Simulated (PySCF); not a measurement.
# Er⁶⁴⁺ (erbium, charge +64): Hartree-Fock from Schrödinger to Dirac-Coulomb-Breit

Occupied: 1s1/2, 2s1/2. Hartree-Fock calculated with PySCF 2.14 in an uncontracted even-tempered set (16 s from 16 bohr⁻², ratio 2.7; 13 p from 19 bohr⁻², ratio 2.7), Gaussian nucleus throughout. NR is non-relativistic, sf-X2C the spin-free one-electron X2C Hamiltonian, X2C adds the bare one-electron spin-orbit term, X2C-SNSO screens it by Boettger's factors, DC is four-component Dirac-Coulomb, and the Gaunt and Breit terms are added at first order (total energies over the DC spinors, levels after relaxing the spinors in that mean field). QED terms are absent. Levels marked empty are virtual spinors of this ion.

```tsv
level (eV)	NR	sf-X2C	X2C	X2C-SNSO
1s1/2	-61036.5	-65184.2	-65184.2	-65184.2
2s1/2	-14724.9	-15991.4	-15991.4	-15991.4
2p1/2 (empty)	-14338.7	-14813.4	-15551.8	-15526.8
2p3/2 (empty)	-14338.7	-14813.4	-14510.5	-14518.9
3s1/2 (empty)	-6328.5	-6760.2	-6760.2	-6760.2
```

**Question.** Where do the four-component calculations put these levels?

**Answer.** 1s1/2: DC -65250.8, DC+Gaunt -65117.4, DC+Breit -65118.9; 2s1/2: DC -15999.3, DC+Gaunt -15983.3, DC+Breit -15984.9; 2p1/2 (empty): DC -15535.2, DC+Gaunt -15506.0, DC+Breit -15510.0; 2p3/2 (empty): DC -14520.6, DC+Gaunt -14504.7, DC+Breit -14508.7; 3s1/2 (empty): DC -6762.4, DC+Gaunt -6757.9, DC+Breit -6758.6 (eV).

```json
{"Hamiltonian": "NR", "E (hartree)": "-5673.5707", "E − E(DC) (hartree)": "415.5375", "CPU seconds": "0.16"}
{"Hamiltonian": "sf-X2C", "E (hartree)": "-6086.3328", "E − E(DC) (hartree)": "2.7754", "CPU seconds": "0.09"}
{"Hamiltonian": "X2C", "E (hartree)": "-6086.3328", "E − E(DC) (hartree)": "2.7754", "CPU seconds": "0.1"}
{"Hamiltonian": "X2C-SNSO", "E (hartree)": "-6086.3328", "E − E(DC) (hartree)": "2.7754", "CPU seconds": "0.11"}
{"Hamiltonian": "DC", "E (hartree)": "-6089.1083", "E − E(DC) (hartree)": "0.0000", "CPU seconds": "1.9"}
{"Hamiltonian": "DC+Gaunt", "E (hartree)": "-6083.5448", "E − E(DC) (hartree)": "5.5634", "CPU seconds": "3.5"}
{"Hamiltonian": "DC+Breit", "E (hartree)": "-6083.6642", "E − E(DC) (hartree)": "5.4440", "CPU seconds": "29"}
```

Weight of the small component: 1s1/2 0.0652, 2s1/2 0.0158, 2p1/2 0.0157, 2p3/2 0.0146, 3s1/2 0.00673.

Koopmans' value for the highest occupied level at DC+Breit: 15984.9 eV, against an ionisation energy of 15971 ± 24 eV (theoretical estimate listed by NIST; NIST Atomic Spectra Database, ionization energies); the former lacks relaxation, correlation, QED and recoil.

The whole ladder took 36 s of wall time on 1 thread of Intel(R) Xeon(R) 6975P-C (shared host), launched as `OMP_NUM_THREADS=1 python relrun2.py TASK.json OUT` (a driver that calls PySCF for each Hamiltonian).

Dirac-Coulomb iterations, started from the X2C spinors:

```
with_ssss True, with_gaunt False, with_breit False
light speed = 137.03599967994
init E= -6033.57243413141
cycle= 1 E= -6089.10807386683  delta_E= -55.5  |g|= 2.24  |ddm|= 0.122
cycle= 2 E= -6089.10826697549  delta_E= -0.000193  |g|= 0.00456  |ddm|= 0.000769
cycle= 3 E= -6089.10826697816  delta_E= -2.67e-09  |g|= 9.45e-06  |ddm|= 9.29e-06
```
